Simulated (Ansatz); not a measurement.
A nudged elastic band was laid between two geometries of CH₄BOSb (8 atoms, charge 0, multiplicity 1).

Level of theory: RKS PBE-D4/def2-SVP (Ansatz).

```json
{
  "movable images": "7",
  "climbing image": "yes",
  "spring": "5.0 eV/Å²",
  "optimiser": "quadratic models (default)",
  "start path": "IDPP",
  "force threshold": "0.03 eV/Å",
  "iteration limit": "60",
  "end points": "relaxed"
}
```

Image 0:

```xyz
8
Properties=species:S:1:pos:R:3
O -0.083 1.141 -0.886
Sb -1.805 -0.454 -0.371
B 0.273 0.437 0.355
C 0.322 -1.083 0.069
H -0.309 2.075 -0.699
H 0.497 1.073 1.363
H 0.790 -1.502 -0.838
H 0.407 -1.744 0.951
```

Image 8:

```xyz
8
Properties=species:S:1:pos:R:3
O -0.314 1.415 -0.539
Sb -1.855 -0.363 -0.187
B 0.191 0.527 0.540
C 0.348 -0.929 0.044
H 0.047 1.148 -1.408
H 0.361 1.048 1.618
H 0.789 -1.196 -0.934
H 0.524 -1.707 0.810
```

(1) Which bonds break or form, and what moves?

(2) Give the energies along the band, and the barrier.

(3) What is the geometry of the highest image?

(4) What are the harmonic wavenumbers there?

Results:

(1) No bond is made or broken. The dihedral H5–O1–B3–H6 goes from -14 to 147°.

(2) The forces met the threshold. The highest image is number 4 of 0 to 8, 0.48 eV above the first end and 0.37 eV above the last; the last end lies 0.11 eV above the first. A vibrational analysis at the climbing image gives one clearly imaginary mode, 697i cm⁻¹: a first-order saddle point.

```tsv
image	path coordinate (Å)	energy (eV)	dihedral H5–O1–B3–H6 (°)
0	0.00	0.00	-14
1	0.22	0.03	-5
2	0.44	0.17	11
3	0.66	0.37	37
4	0.88	0.48	68
5	1.12	0.38	96
6	1.36	0.24	118
7	1.59	0.14	135
8	1.83	0.11	147
```

(3) 
```xyz
8
Properties=species:S:1:pos:R:3
O -0.472 1.191 -0.617
Sb -1.777 -0.715 -0.350
B 0.146 0.464 0.492
C 0.440 -0.994 0.048
H -0.149 1.938 -1.143
H 0.312 1.023 1.557
H 0.958 -1.237 -0.896
H 0.634 -1.727 0.855
```

(4) 697i, 245, 293, 338, 488, 664, 747, 786, 806, 872, 942, 977, 1128, 1348, 2578, 3031, 3122, 3789 cm⁻¹.

The run took 3.1 min on 1 CPU thread of a shared host.
